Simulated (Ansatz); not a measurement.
Total energies of C7H11GeN (`C[N]([GeH3])c1ccccc1`).

Z-matrix (Å, degrees):
```
C
N 1 1.443
H 1 1.097 2 111.8
H 1 1.097 2 111.8 3 121.1
H 1 1.090 2 109.8 3 -119.5
C 2 1.382 1 118.5 3 -60.6
Ge 2 1.848 1 119.9 3 119.4
C 6 1.402 2 121.8 1 0.0
C 6 1.403 2 120.8 1 -180.0
H 7 1.534 2 104.7 1 0.1
H 7 1.539 2 110.5 1 119.6
H 7 1.539 2 110.5 1 -119.4
C 8 1.386 6 120.8 2 -180.0
H 8 1.081 6 120.3 2 0.0
C 9 1.381 6 121.2 2 180.0
H 9 1.085 6 120.2 2 0.0
C 13 1.385 8 121.2 6 0.0
H 13 1.085 8 118.8 6 -180.0
H 15 1.084 9 119.0 6 -180.0
H 17 1.083 13 120.8 8 -180.0
```

Total charge 0; spin multiplicity 1. Correlated methods include outer-core shells of Ge, which these sets cover unevenly. Scalar relativity is left out up to krypton. The structure was optimised at the PBE0-D4/def2-TZVP level. It is one conformer, not always the lowest. Basis def2-TZVPP, the Gaussian-basis code of Ansatz.

RPA on PBE orbitals: Hartree–Fock energy of these orbitals -2401.30206 Eh, correlation -2.55435 Eh (frozen core).

| functional | energy without D4 (Eh) | D4 term (kJ/mol) |
| --- | --- | --- |
| BLYP | -2405.13207 | -129.2 |
| r2SCAN | -2405.03216 | -15.9 |

(1) Give the same for LDA (SPW92), PBE, revPBE, B97M-V, PBE0, B3LYP, r2SCANh, r2SCAN0, HSE06 (plane-wave form), BHLYP, CAM-B3LYP, LC-ωPBE, ωB97X-V, ωB97M-V, B2PLYP, PBE-QIDH. (An estimate is asked.)

B3LYP takes the VWN-RPA correlation (the form of Gaussian; ORCA's B3LYP/G). HSE06 is the plane-wave form, built on full-range PBE exchange. The double hybrids freeze the cores in their second-order part.

Results:

(1) The calculation gave: 
| functional | energy without D4 (Eh) | D4 term (kJ/mol) |
| --- | --- | --- |
| LDA (SPW92) | -2399.09731 | – |
| PBE | -2404.48267 | -59.3 |
| revPBE | -2404.96945 | -183.7 |
| B97M-V | -2404.85886 | – |
| PBE0 | -2404.57530 | -50.6 |
| B3LYP | -2405.28768 | -94.4 |
| r2SCANh | -2405.00954 | -16.9 |
| r2SCAN0 | -2404.97788 | -18.5 |
| HSE06 (plane-wave form) | -2404.55693 | -47.1 |
| BHLYP | -2405.00775 | -69.8 |
| CAM-B3LYP | -2405.17077 | -51.3 |
| LC-ωPBE | -2404.72859 | – |
| ωB97X-V | -2404.95005 | – |
| ωB97M-V | -2404.97000 | – |
| B2PLYP | -2404.57298 | – |
| PBE-QIDH | -2404.19975 | – |

LC-ωPBE has ω = 0.4 bohr⁻¹.
